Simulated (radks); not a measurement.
Neutral iridium inside a hard spherical wall (all orbitals vanish at R), configuration held at [Xe] 4f14 5d7 6s2 and not refilled when levels cross. Method: scalar-relativistic Kohn-Sham, PBE, spin-polarised, spherical densities, point nucleus; open shells are filled with parallel spins first (spin-orbit coupling, left out, can overturn this in heavy ions); computed with a radial shooting solver on a logarithmic mesh with Libxc functionals. Eigenvalues in eV for spin up, with the zero of energy where the potential of the charges vanishes at infinity; a dash marks a level that is unbound or too diffuse for the functional's potential to be trusted. A positive occupied level is held by the wall or, in an anion where self-interaction has pushed it up, behind a barrier. The pressure on the wall is -dE/dV.

| R (bohr) | E (hartree) | kinetic (hartree) | e(4f) | e(5p) | e(5d) | e(6s) | e(6p, empty) | e(7s, empty) | pressure (GPa) |
|---|---|---|---|---|---|---|---|---|---|
| free | -17827.6003 | 19825.569 | -62.214 | -55.412 | -7.942 | -6.742 | -1.360 | - | 0 |
| 12 | -17827.6003 | 19825.570 | -62.213 | -55.411 | -7.941 | -6.740 | -1.335 | 0.716 | 0.000242 |
| 10 | -17827.6002 | 19825.572 | -62.201 | -55.399 | -7.929 | -6.730 | -1.260 | 1.503 | 0.00488 |
| 8 | -17827.5982 | 19825.591 | -62.096 | -55.294 | -7.830 | -6.638 | -0.932 | 3.648 | 0.103 |
| 7 | -17827.5924 | 19825.638 | -61.883 | -55.083 | -7.635 | -6.448 | -0.449 | 6.082 | 0.490 |
| 6 | -17827.5712 | 19825.782 | -61.319 | -54.533 | -7.133 | -5.918 | 0.643 | 10.730 | 2.49 |
| 3 | -17825.3392 | 19835.358 | -43.231 | -38.875 | 8.581 | 18.882 | 36.404 | 109.03 | 1020 |
| 2.5 | -17821.9036 | 19848.670 | -28.273 | -26.733 | 23.068 | 47.533 | 73.169 | 191.50 | 4220 |
| 2 | -17810.9129 | 19888.852 | 2.936 | 0.511 | 57.743 | 122.75 | 162.57 | 373.91 | 22900 |
| 1.5 | -17766.2889 | 20037.191 | 78.093 | 84.185 | 162.79 | 356.28 | 421.44 | 858.68 | 185000 |
